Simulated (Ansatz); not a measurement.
Saddle point of SiNH4Cl3, closed shell (SiNH₃Cl₂ ([NH2][SiH]([Cl])[Cl]) + HCl → SiHCl₃ ([Cl][SiH]([Cl])[Cl]) + NH₃ (still joined by a long Si–N bond); bonds formed: Si1–Cl7, N2–H6; bonds broken: H6–Cl7; bonds weakened to dative contacts: Si1–N2), PBE0-D4/def2-TZVP structure:

```xyz
9
angstrom
Si -0.8227 -0.3369 0.0170
N 0.9397 0.0376 0.3171
Cl -1.0019 -1.1403 -1.8226
Cl -1.1035 -1.8910 1.3503
H -1.7424 0.7102 0.4445
H 0.9587 0.9961 -0.2866
Cl 0.0488 2.1112 -1.2570
H 1.5623 -0.6719 -0.0608
H 1.1610 0.1850 1.2982
```

Energies are electronic, without zero-point energy. Barriers and step energies count from the start structure reached by relaxing down the imaginary mode; all methods use the PBE0-D4 structures, on which another method's saddle can fall below an end. Computed with Ansatz 0.2.0 (basis: def2-TZVPP, with def2-QZVPP for the basis limit); correlated methods freeze the cores. B3LYP uses VWN-RPA correlation. Extrapolation: Hartree–Fock as exp(−7.88 √X), correlation as X^−2.97.

```
      method  barrier (kJ/mol)  step energy (kJ/mol)
       SPW92              18.1                 -41.5
      PBE-D4              36.3                 -29.5
     BLYP-D4                 ?                 -16.0
   r2SCAN-D4              39.8                 -29.9
      B97M-V              51.2                 -29.7
     PBE0-D4              40.2                 -30.8
    B3LYP-D4                 ?                 -17.7
  r2SCAN0-D4              42.0                 -30.8
    BHLYP-D4              52.3                 -19.6
CAM-B3LYP-D4              51.0                 -16.8
     wB97X-V              48.7                 -27.1
     wB97M-V              45.4                 -30.6
      B2PLYP              53.9                 -16.7
    PBE-QIDH                 ?                 -30.7
  RPA on PBE              62.6                 -19.3
          HF              74.3                  -0.2
         MP2              51.9                 -27.6
        CCSD              61.2                 -18.9
     CCSD(T)              57.2                 -22.3
```

Problem. Fill in the withheld barriers. (To be estimated.)

Solution. The calculation gives: PBE-QIDH 46.0; BLYP-D4 46.2; B3LYP-D4 48.5 kJ/mol. Each is the energy of the saddle less that of the start structure, by the same method.

For comparison, the barrier by CCSD(T) at an estimated basis limit (MP2 extrapolated from triple and quadruple zeta, plus CCSD(T) − MP2 in triple zeta) is 47.7 kJ/mol.

T1 diagnostic: at most 0.010.

Hydrogen chloride, the by-product of chloride precursors, can attack films and sites by steps of this kind.

Labels in which every atom is bracketed show which atoms are joined, not bond orders.

For scale, one of the runs: CCSD(T)/def2-TZVPP, 255 basis functions, launched by `ansatz run in.yaml --threads 8 --pin off --events-out ev --progress --plain --max-ram 19148MiB`. Hardware: 8 CPU threads of an Arm Neoverse V1, shared host. Wall time 2 min; peak host memory 5.2 GiB.
